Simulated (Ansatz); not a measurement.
CH8AlNSi2 can be A, `[SiH3][SiH2][N]1[CH2][AlH]1`, or B, `C=N[SiH2][AlH][SiH3]`.

Computed with Ansatz on PBE0-D4/def2-TZVP structures; ΔE is electronic, products minus reactants. CBS: MP2 limit from def2 TZ/QZ plus the TZ coupled-cluster correction, frozen cores. DFT in def2-TZVPP. B3LYP here is the variant with VWN-RPA as its local correlation; programs differ in this. Each species was taken in one conformer, which may not be the lowest.

A:

```xyz
13

Si   -1.7051   -0.3371   -1.4557
Si    0.5301    0.2760   -1.0728
N     1.0075   -0.0433    0.5388
C     0.3439    0.5924    1.7636
Al    1.7570   -0.6604    1.9874
H    -2.6300    0.3814   -0.5342
H    -2.1159   -0.0170   -2.8521
H    -1.8981   -1.7994   -1.2399
H     1.4124   -0.4925   -1.9966
H     0.6657    1.7278   -1.4067
H    -0.7085    0.3310    1.8903
H     0.4853    1.6723    1.8346
H     2.8556   -1.6312    2.5434
```

B:

```xyz
13

C    -1.064   -1.641    1.593
N    -0.212   -1.665    0.669
Si    1.362   -0.903    0.724
Al    1.298    0.928   -0.922
Si   -0.909    1.726   -1.648
H    -0.901   -1.164    2.574
H    -2.043   -2.115    1.456
H     1.696   -0.408    2.104
H     2.358   -1.956    0.381
H     2.640    1.566   -1.492
H    -1.891    1.688   -0.526
H    -0.898    3.114   -2.192
H    -1.436    0.831   -2.720
```

Question: Which is lower in electronic energy at CCSD(T)/CBS, and by how much? (Estimate.)

Answer: Computed: A, by 6.2 kcal/mol.

Question: Give E(B) − E(A) in kcal/mol with r2SCAN-D4, CCSD(T)/def2-TZVPP, B3LYP, B2PLYP, HF/def2-TZVPP, MP2/def2-TZVPP, PBE-D4. (Estimate.)

Answer: The calculation gave: r2SCAN-D4 7.0, CCSD(T)/def2-TZVPP 4.8, B3LYP 2.7, B2PLYP 5.3, HF/def2-TZVPP -1.9, MP2/def2-TZVPP 10.1, PBE-D4 4.1. The order is the other way round with HF/def2-TZVPP.

Largest T1 diagnostic: 0.014.

From PBE to PBE0 (25 % exact exchange), in def2-TZVPP and without D4, E(B) − E(A) moves by +1.2 kcal/mol. The D4 term adds +1.3 kcal/mol with B3LYP and +0.6 kcal/mol with PBE0; it sums over pairs of atoms, weighted by their polarisabilities, and B3LYP, whose exchange is more repulsive, gets the larger term.
